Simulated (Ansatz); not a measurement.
Calculated with Ansatz (gas phase, PBE0-D4/def2-TZVP geometries, no zero-point term in ΔE). CCSD(T)/CBS is the MP2 limit (def2-TZVPP, def2-QZVPP) plus CCSD(T) − MP2 in def2-TZVPP, frozen cores. For Br outer-core shells are correlated without core-valence functions, which leaves a few kJ/mol of doubt a bond. Scalar relativity is left out up to krypton. One conformer a species, not always the lowest.

Consider the isomerisation: `[SiH3]O/C=C\Br` → `Br[SiH]1CCO1`.

`[SiH3]O/C=C\Br`:

```xyz
10

Si   -1.125    1.355    0.495
O    -0.444    0.113   -0.365
C     0.759   -0.435   -0.128
C     1.143   -1.611   -0.605
Br    0.043   -2.696   -1.659
H    -1.694    0.851    1.770
H    -0.082    2.372    0.794
H    -2.186    1.912   -0.370
H     1.457    0.142    0.477
H     2.129   -2.003   -0.409
```

`Br[SiH]1CCO1`:

```xyz
10

Br   -1.878   -0.562   -2.259
Si   -0.124    0.237   -1.166
C    -0.362    0.578    0.651
C     0.602   -0.621    0.792
O     0.907   -0.925   -0.596
H     0.495    1.222   -2.082
H     0.045    1.521    1.017
H    -1.355    0.420    1.065
H     0.141   -1.492    1.262
H     1.529   -0.378    1.316
```

```tsv
species	CCSD(T)/CBS(def2) energy (Eh)
`[SiH3]O/C=C\Br`	-3016.67870
`Br[SiH]1CCO1`	-3016.75313
```

Question: Work out ΔE.

Answer: ΔE = (-3016.75313) − (-3016.67870) = -0.07443 Eh = -46.7 kcal/mol.

Largest T1 diagnostic among the species: 0.011.

In def2-TZVPP, CCSD(T) changes the Hartree–Fock value by −2.8 kcal/mol (the triples alone add +0.4 kcal/mol) and MP2 by −5.5 kcal/mol. From PBE to PBE0 (25 % exact exchange), in def2-TZVPP and without D4, ΔE moves by −3.2 kcal/mol.
